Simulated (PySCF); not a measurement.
Working out the ionisation energy of Sn+

Sn+ [Kr] 4d10 5s2 5p1 (2P) → Sn(2+) [Kr] 4d10 5s2 (1S). All numbers are calculated (PySCF 2.14, no relativity, point nucleus, in dyall-av2z (22s16p12d, 130 functions)). Frozen: [Kr] 4d10; the 62 highest virtual orbitals dropped. Energies in hartree (1 hartree = 27.21139 eV):

```
            part   Sn+ (lower)  Sn(2+) (upper)
             UHF  -6022.673344    -6022.169803
CCSD correlation     -0.043515       -0.035566
             (T)     -0.000533        0.000000
```

What does Hartree-Fock give?

(-6022.169803) − (-6022.673344) = 0.503541 hartree = 13.702 eV.

What do CCSD and CCSD(T) give?

The CCSD correlation energies differ by 0.007949 hartree = 0.216 eV and the triples by 0.000533 hartree = 0.015 eV, so CCSD gives 13.918 eV and CCSD(T) 13.933 eV.

Measured between the centres of the two terms (NIST): 14.282 eV, so CCSD(T) (valence) is off by -0.349 eV.

The calculation is non-relativistic.

A double-zeta basis recovers only part of the correlation energy.

What remains against the reference includes basis incompleteness, the frozen core and higher excitations.
